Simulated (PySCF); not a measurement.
CH4I2Si, SMILES I[SiH](C)I. Heavy atoms are numbered as in [SiH:1]([CH3:2])([I:3])[I:4]. Hydrogens are named by the atom that carries them.

Geometry optimised at B3LYP-D3(BJ)/def2-SVP. The def2 effective core potentials stand for the cores of I; spin–orbit coupling is left out.

Computed with HF/def2-TZVP (PySCF).

Atomic charges (e), one atom of each kind:

```
atom       Löwdin  Mulliken
---------  ------  --------
Si1 (SiH)   -0.16      0.49
C2 (CH3)    -0.45     -0.48
I3           0.13     -0.21
H on Si1    -0.04     -0.01
H on C2      0.13      0.14
```

Computed Mayer and Wiberg (Löwdin basis) orders of the bonds:
| bond | Mayer | Wiberg |
|---|---|---|
| Si1–C2 | 1.01 | 1.24 |
| Si1–I3 | 1.09 | 1.58 |
| Si1–I4 | 1.09 | 1.58 |
